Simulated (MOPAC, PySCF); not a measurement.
[Au(CNH)(H)], neutral singlet in the gas phase. 

Cartesian coordinates (Å):
```xyz
5

Au    -0.1230     0.1174     0.1754
N     -1.7224     1.6397     2.4505
C     -1.1274     1.0733     1.6041
H     -2.2319     2.1254     3.1766
H      0.6947    -0.6609    -0.9877
```
Charge 0, spin multiplicity 1.

All levels are single points at this geometry (PBE-D3(BJ)/def2-SVP); Pople sets use spherical d functions. Orbital energies aren't observables, and empty levels follow the basis.

B3LYP/6-31G* (LANL2DZ on Au) in PySCF gives gap (eV) = 5.46.

Estimate the gap (eV) from each of these levels: B3LYP-D3(BJ)/def2-TZVP in PySCF; TPSSh-D3(BJ)/def2-TZVP in PySCF; B3LYP/6-311+G** (LANL2DZ on Au) in PySCF; BP86/6-31G* (LANL2DZ on Au) in PySCF; PBE/6-31G* (LANL2DZ on Au) in PySCF; SVWN5/6-31G* (LANL2DZ on Au) in PySCF; HF/6-31G* (LANL2DZ on Au) in PySCF; PM7 in MOPAC.


```csv
level,gap (eV)
B3LYP-D3(BJ)/def2-TZVP in PySCF,5.38
TPSSh-D3(BJ)/def2-TZVP in PySCF,4.80
B3LYP/6-311+G** (LANL2DZ on Au) in PySCF,5.30
BP86/6-31G* (LANL2DZ on Au) in PySCF,4.00
PBE/6-31G* (LANL2DZ on Au) in PySCF,3.96
SVWN5/6-31G* (LANL2DZ on Au) in PySCF,3.97
HF/6-31G* (LANL2DZ on Au) in PySCF,10.66
PM7 in MOPAC,11.21
```
